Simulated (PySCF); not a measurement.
Compound: 4-chlorobenzenesulfonyl chloride, C6H4Cl2O2S.
SMILES with atom numbers: `[O:1]=[S:2](=[O:3])([Cl:4])[c:5]1[cH:6][cH:7][c:8]([Cl:9])[cH:10][cH:11]1`

Probes without a nucleus sit at each ring's centroid and 1 Å off its mean plane on both sides; NICS is minus the shielding there, NICSzz its component along the normal. Level: GIAO PBE0/pcSseg-1 (PySCF, non-relativistic, gas phase) on the GFN2-xTB geometry, one conformer.

Ring bond lengths (Å), with Mayer bond orders in brackets: C5–C6 1.379 (1.36), C6–C7 1.384 (1.43), C7–C8 1.391 (1.34), C8–C10 1.391 (1.34), C10–C11 1.384 (1.43), C11–C5 1.379 (1.36).

Task: Give the NICS values of each ring in ppm.

Result: 
| ring | type | NICS(0) | NICS(1), two faces | NICS(1)zz, two faces | rms pucker (Å) | centre to ring atoms, mean (Å) |
| --- | --- | --- | --- | --- | --- | --- |
| C5–C6–C7–C8–C10–C11 | 6-membered carbocycle; formal bonds all aromatic | -9.8 | -11.1 / -11.3 | -25.9 / -26.6 | 0.00 | 1.38 |

Task: What can be read from them?

Result: 
- C5–C6–C7–C8–C10–C11: mean NICS(1)zz -26.3 ppm, shielded. The ring is flat and has no four-coordinate atom; by the NICS criterion it is aromatic.

Task: What does the geometric index give? HOMA = 1 − mean of α(R − Ropt)² over the ring bonds, with Krygowski's 1993 parameters (CC: Ropt 1.388 Å, α 257.7 Å⁻²).

Result: 
- C5–C6–C7–C8–C10–C11: HOMA 0.99 = 1 − EN − GEO, with mean bond length 1.384 Å, EN = α(Ropt − mean)² = 0.003 and GEO = α × variance = 0.007. The geometric and the magnetic index point the same way.

Task: What field does 11.7 T along the ring normal induce along that normal at the second NICS(1) probe listed for ring C5–C6–C7–C8–C10–C11, 1 Å off the ring?

Result: NICSzz × B0 = -26.6 ppm × 11.7 T = -311 μT, against the applied field.

Task: List the ring angles and the Hirshfeld charges of the ring atoms.

Result: 
- C5–C6–C7–C8–C10–C11: C5 122.7° (-0.036 e), C6 118.8° (-0.030 e), C7 119.2° (-0.043 e), C8 121.4° (+0.033 e), C10 119.2° (-0.043 e), C11 118.8° (-0.030 e); sum 720.0° against 720° for a flat convex ring.

The values belong to the conformer `[O:1]=[S:2](=[O:3])([Cl:4])[c:5]1[cH:6][cH:7][c:8]([Cl:9])[cH:10][cH:11]1`: O1–S2–C5–C6 159°.
